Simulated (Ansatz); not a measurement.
Species: C$_{2}$H$_{6}$FSi, net charge 0, doublet state. It need not be the lowest isomer of its formula. 
Coordinates optimised at B3LYP-D3(BJ)/def2-TZVP (Ansatz, a quantum-chemistry and plane-wave program):
SMILES: [CH2][SiH](C)F
```xyz
10

Si    -0.0338     0.0128    -0.3497
C      1.4818    -0.9661    -0.0131
C     -1.4939    -0.5981     0.6290
F      0.2623     1.5495     0.0404
H     -0.3515     0.0176    -1.7993
H      2.4785    -0.5430    -0.0731
H      1.4548    -2.0243     0.2244
H     -2.3810     0.0025     0.4196
H     -1.7188    -1.6345     0.3643
H     -1.2961    -0.5574     1.7016
```
Charge 0, spin multiplicity 2.

Dipole moments at this geometry, in debye (magnitudes).

```
level                    program  dipole (D)
-----------------------  -------  ----------
PBE0/def2-TZVPD           Ansatz           …
BHLYP/def2-TZVPD          Ansatz        1.95
r2SCAN0/def2-TZVPD        Ansatz        1.91
wB97X-V/def2-TZVPD        Ansatz        1.89
CCSD(T)/aug-cc-pV(D+d)Z   Ansatz           …
```

Complete the blanks.


- PBE0/def2-TZVPD, dipole (D): 1.90
- CCSD(T)/aug-cc-pV(D+d)Z, dipole (D): 1.85
